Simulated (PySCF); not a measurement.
Species: C5H10NSi (doublet state).
Structure used (GFN2-xTB), in Å, numbered top down from 1:
```xyz
17
C5H10NSi angstrom
C     -3.122   -0.269   -0.544
C     -1.920   -0.176   -0.113
C     -0.709    0.645   -0.499
C      0.001    0.187    0.787
N      1.302   -0.397    0.599
Si     2.639    0.429   -0.102
C     -1.132   -0.818    1.050
H     -4.038   -0.772   -0.356
H     -0.878    1.714   -0.607
H     -0.224    0.259   -1.394
H      0.014    0.983    1.546
H      1.514   -1.052    1.338
H      2.235    0.870   -1.437
H      3.689   -0.585   -0.132
H      3.096    1.609    0.651
H     -0.852   -1.845    0.822
H     -1.622   -0.770    2.020
```

The hyperfine couplings belong to this conformer and change with its torsions.

Identity: `[CH]=C1CC(N[SiH3])C1` [radical].

The calculation used UKS B3LYP, pcH-1 on C H N Si, non-relativistic, mean-field spin-orbit, GIAO (PySCF 2.14.0). Isolated species at its GFN2-xTB geometry (one conformer only). Couplings are sensitive to structure, and on GFN2-xTB geometries they can be far from those on DFT ones. Stability of the SCF solution: not tested.

(1) Break the g tensor into its mass correction, gauge correction and orbital-Zeeman/spin–orbit terms.

(2) At 9.538 GHz, how far is the centre of the isotropic spectrum from where a free electron (g = 2.002319) resonates?

(3) What are the electron Larmor frequencies g μB B/h along the three axes at 3350 mT?

(4) In a frozen sample, at which fields do the three g values resonate at 9.5, 34, 94 and 263 GHz (hyperfine left aside), and which band first spreads them over more than twice a line width of 0.3 mT?

## Answers

(1) 
| Δg (ppm) | 1 | 2 | 3 |
| --- | --- | --- | --- |
| relativistic mass correction | -151 | -151 | -151 |
| gauge correction | 33 | 6 | -25 |
| orbital Zeeman/spin–orbit | -422 | 3 | 458 |
| total | -540 | -142 | 282 |

So g = 2.00178, 2.00218, 2.00260 and g_iso = 2.00219; the tensor is rhombic: the two nearest values differ by 48 % of g3 − g1. Axes: g1 points within 7° of the C1–H8 bond and g2 points within 13° of the C2–C7 bond.

(2) B = hν/(g μB) with μB/h = 13.99624 MHz/mT gives 340.34 mT for the free electron and 340.36 mT at g_iso, 0.02 mT higher.

(3) 93.8583, 93.8770, 93.8968 GHz for g1, g2 and g3, a range of 38.5 MHz.

(4) 
| band | GHz | B(g3) mT | B(g2) mT | B(g1) mT | spread mT |
| --- | --- | --- | --- | --- | --- |
| X | 9.5 | 338.94 | 339.01 | 339.08 | 0.14 |
| Q | 34.0 | 1213.03 | 1213.29 | 1213.53 | 0.50 |
| W | 94.0 | 3353.68 | 3354.39 | 3355.06 | 1.38 |
| J | 263.0 | 9383.17 | 9385.16 | 9387.02 | 3.85 |

The spread grows in proportion to the frequency. W band is the first where it exceeds 0.6 mT.

The Mulliken spin populations are largest on C1 (+1.02), C2 (-0.19), C7 (+0.12) and C3 (+0.06). C1 is the only atom above +0.15.

The HOMO–LUMO gaps are 6.21 eV among the α and 4.49 eV among the β orbitals.
